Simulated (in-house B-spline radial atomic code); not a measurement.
Configurations of the cadmium ion Cd⁶⁺, with energies counted from [Kr] 4d6. Level of theory: Dirac-Hartree-Fock, average of configuration, Fermi nucleus of rms radius 4.6087 fm; calculated with a radial B-spline atomic code at the basis-set limit. Energies include first-order Breit, QED and recoil terms.

Occupations are held fixed; configurations that lie above the ionisation limit could autoionise.

```csv
configuration,E - E(ref) (eV),highest orbital,its <r> (bohr)
[Kr] 4d5 5p1,42.331,5p3/2,2.152
[Kr] 4d5 6s1,65.635,6s1/2,3.459
[Kr] 4d5 5f1,76.005,5f7/2,3.568
[Kr] 4d5 7p1,83.447,7p3/2,5.856
[Kr] 4d5 8s1,89.112,8s1/2,7.769
[Ar] 3d10 4s2 4p5 4d6 7s1,146.55,7s1/2,5.394
[Ar] 3d10 4s2 4p5 4d6 8s1,154.76,8s1/2,7.76
[Ar] 3d10 4s2 4p5 4d6 7f1,157.77,7f7/2,8.334
[Ar] 3d10 4s2 4p5 4d6 8f1,161.58,8f7/2,11.36
```

Q: Order these further configurations by energy, lowest first.
A. [Kr] 4d5 8p1
B. [Kr] 4d5 4f1
C. [Ar] 3d10 4s2 4p5 4d6 5g1
D. [Kr] 4d5 5g1
E. [Ar] 3d10 4s2 4p5 4d6 5f1

A: B (57.243 eV), D (80.787 eV), A (90.593 eV), E (141.45 eV), C (146.44 eV).

Q: How far above the reference does [Kr] 4d5 8f1 lie?

A: 95.951 eV; its least bound orbital is 8f7/2 with <r> = 11.39 bohr.

Q: How far above the reference does [Ar] 3d10 4s2 4p5 4d6 7g1 lie?

A: 159.54 eV; its least bound orbital is 7g7/2 with <r> = 8.964 bohr.

Q: How far above the reference does [Kr] 4d5 8g1 lie?

A: 97.093 eV; its least bound orbital is 8g7/2 with <r> = 12.17 bohr.
